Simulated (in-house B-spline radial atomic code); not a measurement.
# How G0W0 and RPA depend on the start: Br⁵⁺

Configuration [Ar] 3d10 4s2. Computed with an all-electron radial atomic-structure program (B-spline basis): all electrons, non-relativistic, point nucleus, each spin shell either full or empty, empty states to l = 9 with an (l + 1/2)⁻⁴ tail; G0W0 by contour deformation at full frequency.

| start | mean-field 4s (eV) | G0W0 (eV) | QP weight | RPA correlation (Eh) |
| --- | --- | --- | --- | --- |
| Hartree-Fock | -84.27 | -86.31 | 0.977 | -2.0965 |
| LDA VWN5 | -80.29 | ? | ? | ? |
| PBE | -79.79 | -86.78 | 0.960 | -2.2863 |
| PBE0 | -81.16 | -86.64 | 0.966 | -2.2329 |
| r2SCAN | -80.07 | ? | ? | ? |
| HSE06 | -80.93 | -86.68 | 0.965 | -2.2376 |
| B3LYP (VWN-RPA) | -81.22 | -86.70 | 0.965 | -2.2448 |
| SCAN | -80.24 | -86.73 | 0.963 | -2.2523 |
| TPSS | -79.66 | -86.79 | 0.961 | -2.277 |
| BHandHLYP | -82.65 | -86.54 | 0.970 | -2.185 |
| CAM-B3LYP | -83.06 | -86.62 | 0.970 | -2.2243 |
| LC-wPBE | -84.53 | -86.58 | 0.973 | -2.2275 |
| wB97X | -84.11 | -86.55 | 0.972 | -2.2153 |
| PBEsol | -79.81 | -86.80 | 0.960 | -2.2877 |
| BLYP | -79.95 | -86.81 | 0.960 | -2.2879 |
| r2SCAN0 | -81.40 | -86.61 | 0.967 | -2.2108 |
| LDA exchange-only | -78.73 | -86.86 | 0.961 | -2.2907 |

(1) What G0W0 level, weight and RPA correlation energy follow from the LDA VWN5 start?

(2) What G0W0 level, weight and RPA correlation energy follow from the r2SCAN start?

(3) How much of the dependence on the start does G0W0 remove?

## Answers

(1) G0W0 level -86.84 eV, weight 0.960, RPA correlation -2.2906 hartree.

(2) G0W0 level -86.73 eV, weight 0.963, RPA correlation -2.2533 hartree.

(3) The mean-field levels span 5.8 eV and the G0W0 levels 0.556 eV. Against 87.39 ± 0.025 eV (NIST, measured) the G0W0 removal energies are off by -1.08 to -0.53 eV, with relativity, Breit and QED terms left out.
